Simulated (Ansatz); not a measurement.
Frontier orbitals of GeH$_{12}$O$_{4}$Si$_{4}$ (`[SiH3][O][Ge]([O][SiH3])([O][SiH3])[O][SiH3]`).

Cartesian coordinates in Å:
```
Si 1.1400 2.8913 0.0743
O -0.0270 1.7365 -0.0736
Ge 0.0007 -0.0001 -0.0002
O -0.9428 -0.6261 -1.3193
Si -1.5590 0.0535 -2.6889
O -0.6797 -0.5777 1.4916
Si -2.1122 -1.2971 1.8754
O 1.6524 -0.5333 -0.0995
Si 2.5310 -1.6476 0.7392
H 1.9897 2.9276 -1.1430
H 0.4454 4.1900 0.2406
H 1.9955 2.6205 1.2588
H -2.7244 0.9133 -2.3610
H -0.5264 0.8720 -3.3758
H -1.9879 -1.0592 -3.5692
H -3.2462 -0.5703 1.2478
H -2.2387 -1.2503 3.3515
H -2.1226 -2.7086 1.4142
H 1.7748 -2.9203 0.8669
H 3.7803 -1.8780 -0.0244
H 2.8572 -1.1360 2.0946
```

The species carries charge 0 and has multiplicity 1. Correlated methods include outer-core shells of Ge, which these sets cover unevenly. Scalar relativity is left out up to krypton. All single points use the PBE0-D4/def2-TZVP geometry. It is one conformer, not always the lowest. Basis def2-TZVPP, Ansatz.

Orbital energies of one run (eV). Highest occupied ones, from the top: -7.39, -7.39, -7.55, -7.63, -7.84, -7.84, -7.84, -7.91, -9.13, -9.13, -9.14, -9.42, -9.50, -9.56. Empty: -1.79, -0.42, -0.42, -0.32, 0.45, 0.72.

Question: Which functional gave them?
A. BHLYP
B. ωB97M-V
C. BLYP
D. HSE06 (plane-wave form)

Answer: C. HOMO energies: BLYP -7.39, HSE06 -8.55, BHLYP -10.37, ωB97M-V -11.28 eV.
